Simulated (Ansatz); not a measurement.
The same path of H₅InS (7 atoms, charge 0, multiplicity 1) was run twice with different band settings. The coordinate that changes most is the dihedral H4–S1–In2–H6.

Method: RKS PBE-D4/def2-SVP in Ansatz 0.2.0.

Relaxed end points:

```xyz
7
Properties=species:S:1:pos:R:3
S -0.731 -1.554 -0.113
In 0.212 1.198 -0.256
H -0.734 -1.581 1.249
H 0.524 -2.082 -0.169
H -0.978 1.746 -1.409
H -0.037 1.478 1.456
H 1.807 0.726 -0.804
```

```xyz
7
Properties=species:S:1:pos:R:3
S -0.668 -1.526 0.420
In 0.259 1.215 0.073
H 0.561 -2.075 0.212
H -1.013 -1.680 -0.889
H -0.531 1.394 -1.480
H -0.499 1.847 1.512
H 1.950 0.757 0.107
```

Common settings: spring 5.0 eV/Å²; optimiser quadratic models (default); start path IDPP; force threshold 0.03 eV/Å; iteration limit 60; end points relaxed.

| run | movable images | climbing image |
| --- | --- | --- |
| 1 | 7 | yes |
| 2 | 6 | no |

(1) What does each run give, and how far can it be trusted?

Results:

(1) Run 1: converged after 4 iterations, highest image 0.000 eV above the first end. The highest image is an end point: on this band no image between the ends rises above it. Inner images lie up to 0.010 eV below the lower end, so the ends aren't the lowest states on this path.
Run 2: converged after 4 iterations, highest image 0.000 eV above the first end. The highest image is an end point: on this band no image between the ends rises above it. Inner images lie up to 0.010 eV below the lower end, so the ends aren't the lowest states on this path.
